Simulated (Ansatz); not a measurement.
`CO[Si]([SiH3])(Cl)Cl` + H₂S → `CO[Si](S)(Cl)Cl` + SiH₄  (cleavage of the Si–Si bond)

Calculated with Ansatz (gas phase, PBE0-D4/def2-TZVP geometries, no zero-point term in ΔE). CCSD(T)/CBS is the MP2 limit (def2-TZVPP, def2-QZVPP) plus CCSD(T) − MP2 in def2-TZVPP, frozen cores. This one scheme is used for every species. One conformer a species, not always the lowest.

```tsv
level	ΔE (kcal/mol)
HF/def2-TZVPP	-14.2
SCS-MP2/def2-QZVPP	-14.9
```

What does CCSD(T)/CBS give? (An estimate is asked.)

Computed: -13.3 kcal/mol. The listed levels differ from it by -0.9, -1.6 kcal/mol.

Largest T1 diagnostic among the species: 0.011.

From PBE to PBE0 (25 % exact exchange), in def2-TZVPP and without D4, ΔE moves by −1.0 kcal/mol.
